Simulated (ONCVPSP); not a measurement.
Cutoff test, Zn (Z = 30), ONCV

| Item | Value |
| --- | --- |
| Element | zinc (Zn) |
| Generator | ONCVPSP 4.0.1 |
| Type | optimised norm-conserving Vanderbilt (ONCV) |
| Functional | PBEsol |
| Relativity | scalar-relativistic |
| Frozen core | [Ne] |
| Valence charge | 20 |
| Reference configuration | 3s2 3p6 3d10 4s1.5 (charge +0.5) |
| Partial waves | 3s+4s: rc 1.00 bohr, ncon 4, nbas 8, qcut 10.8 1/bohr, 2 projectors; 3p: rc 0.80 bohr, ncon 5, nbas 9, qcut 14.3 1/bohr, 2 projectors, debl 3.9 Ha; 3d: rc 1.10 bohr, ncon 4, nbas 9, qcut 17 1/bohr, 2 projectors, debl 1.5 Ha |
| Local potential | polynomial inside 0.55 bohr (lpopt 2, dvloc0 3 Ha) |
| Core correction | Teter function, fcfact 2, rcfact 1.15 |

Q: For each optimised wave give the share of its norm inside rc, the residual kinetic energy above qcut (Ha) and the cutoffs (Ha) for errors of 10, 1, 0.1 and 0.01 mHa per electron.

A:

| wave | norm inside rc | residual KE | 10 mHa | 1 mHa | 0.1 mHa | 0.01 mHa |
| --- | --- | --- | --- | --- | --- | --- |
| 3s | 0.891 | 7.2e-05 | 37.2 | 47.8 | 57.1 | 164.9 |
| 4s | 0.031 | 2.3e-05 | 22.6 | 41.2 | 52.1 | 74.6 |
| 3p | 0.669 | 1.7e-04 | 37.9 | 82.0 | 140.9 | 387.1 |
| p projector 2 | 0.020 | 1.0e-05 | 25.6 | 37.1 | 78.2 | 102.2 |
| 3d | 0.735 | 1.4e-07 | 81.5 | 97.9 | 111.2 | 122.0 |
| d projector 2 | 0.093 | 1.1e-08 | 72.6 | 92.0 | 107.0 | 119.8 |

The occupied waves need 98 Ha and 141 Ha for 1 and 0.1 mHa.
